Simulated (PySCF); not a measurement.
Isomers of C2H10F2Si3, mass 156.006 u with the commonest isotopes. Theory: PBE0/def2-SVPD in PySCF (dipole) on a GFN2-xTB geometry, gas phase. One conformer each, none proved a minimum here; rigid rotors.

Question: Order these by out-of-plane moment Σ m c² = (Ia + Ib − Ic)/2, smallest first.
A. `[CH3:1][Si@H:2]([SiH2:3][SiH3:4])[CH:5]([F:6])[F:7]` with C1–Si2–Si3–Si4 -66°, C1–Si2–C5–F6 178°
B. `[F:1][CH:2]([F:3])[CH2:4][SiH:5]([SiH3:6])[SiH3:7]` with F1–C2–C4–Si5 -58°, C2–C4–Si5–Si6 -65°
C. `[F:1][SiH2:2][C@:3]([F:4])([SiH3:5])[CH2:6][SiH3:7]` with F1–Si2–C3–F4 -172°, Si2–C3–C6–Si7 -67°
D. `FC(F)C([SiH3])([SiH3])[SiH3]`
E. `[F:1][CH2:2][SiH2:3][C@H:4]([F:5])[SiH2:6][SiH3:7]` with F1–C2–Si3–C4 180°, C2–Si3–C4–F5 -52°, Si3–C4–Si6–Si7 167°

Answer: E (17.70 u·Å²), B (77.37 u·Å²), C (87.53 u·Å²), A (116.05 u·Å²), D (154.27 u·Å²).

Question: Order these by dipole moment, smallest first.
A. `[F:1][CH:2]([F:3])[CH2:4][SiH:5]([SiH3:6])[SiH3:7]` with F1–C2–C4–Si5 -58°, C2–C4–Si5–Si6 -65°
B. `[F:1][SiH2:2][C@:3]([F:4])([SiH3:5])[CH2:6][SiH3:7]` with F1–Si2–C3–F4 -172°, Si2–C3–C6–Si7 -67°
C. `[F:1][CH2:2][SiH2:3][C@H:4]([F:5])[SiH2:6][SiH3:7]` with F1–C2–Si3–C4 180°, C2–Si3–C4–F5 -52°, Si3–C4–Si6–Si7 167°
D. `FC(F)C([SiH3])([SiH3])[SiH3]`

Answer: B (0.57 D), D (1.80 D), C (2.05 D), A (2.20 D).

Question: Order these by rotational constant A, smallest first.
A. `[F:1][SiH2:2][C@:3]([F:4])([SiH3:5])[CH2:6][SiH3:7]` with F1–Si2–C3–F4 -172°, Si2–C3–C6–Si7 -67°
B. `[F:1][CH2:2][SiH2:3][C@H:4]([F:5])[SiH2:6][SiH3:7]` with F1–C2–Si3–C4 180°, C2–Si3–C4–F5 -52°, Si3–C4–Si6–Si7 167°
C. `FC(F)C([SiH3])([SiH3])[SiH3]`
D. `[F:1][CH:2]([F:3])[CH2:4][SiH:5]([SiH3:6])[SiH3:7]` with F1–C2–C4–Si5 -58°, C2–C4–Si5–Si6 -65°

Answer: D (1306 MHz), C (1378 MHz), A (1511 MHz), B (4311 MHz).

```tsv
SMILES	point group	Ia (u·Å²)	Ib (u·Å²)	Ic (u·Å²)	κ	μa (D)	μb (D)	μc (D)
FC(F)C([SiH3])([SiH3])[SiH3]	Cs	366.86	395.95	454.26	0.24	1.77	0.00	0.31
FC(F)C[SiH]([SiH3])[SiH3]	Cs	387.09	399.90	632.25	0.83	0.76	0.05	2.06
F[SiH2][C@](F)([SiH3])C[SiH3]	C1	334.51	458.23	617.69	-0.18	0.21	0.41	0.35
FC[SiH2][C@H](F)[SiH2][SiH3]	C1	117.23	1027.26	1109.08	-0.98	1.65	0.42	1.14
C[Si@H]([SiH2][SiH3])C(F)F	C1	333.38	513.37	614.64	-0.53	0.67	2.01	0.52
```
